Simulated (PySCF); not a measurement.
## TDDFT excited states: C2H4Br2

Species: 1,1-dibromoethane, C2H4Br2.
InChI=1S/C2H4Br2/c1-2(3)4/h2H,1H3

Theory: TDDFT CAM-B3LYP/def2-SVPD, vertical, gas phase, core orbitals frozen in the response in PySCF. Geometry: PBE0-D3(BJ)/def2-SVP; no solvent, vibrations or thermal averaging. Relativistic effects, spin–orbit coupling among them, are left out although an element past zinc is present.

| state | E (eV) | λ (nm) | ν̃ (cm⁻¹) | f | symmetry | main configurations (H = HOMO, L = LUMO) |
| --- | --- | --- | --- | --- | --- | --- |
| S1 | 5.64 | 220.0 | 45450 | 0.019 | A″ | H→L (89%) |
| S2 | 5.81 | 213.5 | 46830 | 0.0001 | – | H-1→L (87%) |
| S3 | 5.98 | 207.4 | 48220 | 0.0007 | – | H-2→L (80%), H-1→L+1 (14%) |
| S4 | 6.20 | 200.0 | 50000 | 0.0029 | A′ | H-3→L (61%), H→L+1 (32%) |
| S5 | 7.07 | 175.5 | 56990 | 0.0006 | – | H→L+1 (57%), H-3→L (35%) |
| S6 | 7.21 | 171.9 | 58170 | 0.0015 | – | H-1→L+1 (73%), H-2→L (15%) |

The lowest singlet lies at 5.64 eV (220 nm, ultraviolet) and is weak; its leading configuration is HOMO→LUMO (89%). The lowest level is also the most intense of those listed (f = 0.019). Löwdin shares by element: HOMO bromine 95%; LUMO bromine 69%, carbon 24% or more. Weighted by f, the mean energy of these states is 5.85 eV. The oscillator strengths of these states sum to 0.025; summed over the whole spectrum of an exact calculation they would give the number of electrons, 86 (Thomas–Reiche–Kuhn). Of the 6 states listed, 1 reaches f = 0.01 and 1 stays under 0.0005. Symmetry labels in Cs follow from the direction of the transition dipole and are given only for states with f of 0.002 or more. The window holds the lowest 6 singlets.

The run took 26 s wall (with the writing of density and orbital grids) on an Arm Neoverse V1 with one thread, no GPU, shared host with 32 logical CPUs at a one-minute load of 10, and the process peaked at 0.83 GiB of memory.
